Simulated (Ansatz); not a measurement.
One change: `B[CH2][SnH]([Cl])[Cl]` becomes `[Cl][SnH]([Cl])[Br]`.

Ansatz, PBE0-D4/def2-TZVP geometries, multiplicity 1. Each molecule was computed in one conformer, which needn't be the lowest.

Elements past krypton have def2 core potentials. Scalar relativity is left out up to krypton. Spin–orbit coupling is left out; it splits and shifts lone-pair levels of the heavy atoms by tenths of an eV.

```tsv
property	`B[CH2][SnH]([Cl])[Cl]`
size of the dipole moment (ωB97M-V/def2-TZVPP) / D	3.09
HOMO–LUMO gap (ωB97M-V/def2-TZVPP) / eV	10.79
HOMO energy (B3LYP/def2-TZVPP) / eV	-8.41
size of the dipole moment (B3LYP/def2-TZVPP) / D	3.08
HOMO–LUMO gap (PBE/def2-TZVPP) / eV	4.54
size of the dipole moment (PBE/def2-TZVPP) / D	2.95
```

(1) What does the change do to each property? (Best estimate.)

## Answers

(1) Ansatz gave: 
```
                                          property  `[Cl][SnH]([Cl])[Br]`  shift
size of the dipole moment (ωB97M-V/def2-TZVPP) / D                   1.92  -1.17
           HOMO–LUMO gap (ωB97M-V/def2-TZVPP) / eV                  10.81   0.02
               HOMO energy (B3LYP/def2-TZVPP) / eV                  -8.69  -0.28
  size of the dipole moment (B3LYP/def2-TZVPP) / D                   1.88  -1.20
               HOMO–LUMO gap (PBE/def2-TZVPP) / eV                   4.37  -0.17
    size of the dipole moment (PBE/def2-TZVPP) / D                   1.79  -1.16
```

With PBE0 the HOMO falls by 0.31 eV and the LUMO falls by 0.46 eV, so the gap narrows by about 0.15 eV. PBE moves the HOMO by -0.23 eV and ωB97M-V by -0.39 eV. Dipoles are sizes alone; their direction can turn.

B3LYP here is the variant with VWN-RPA as its local correlation; programs differ in this.
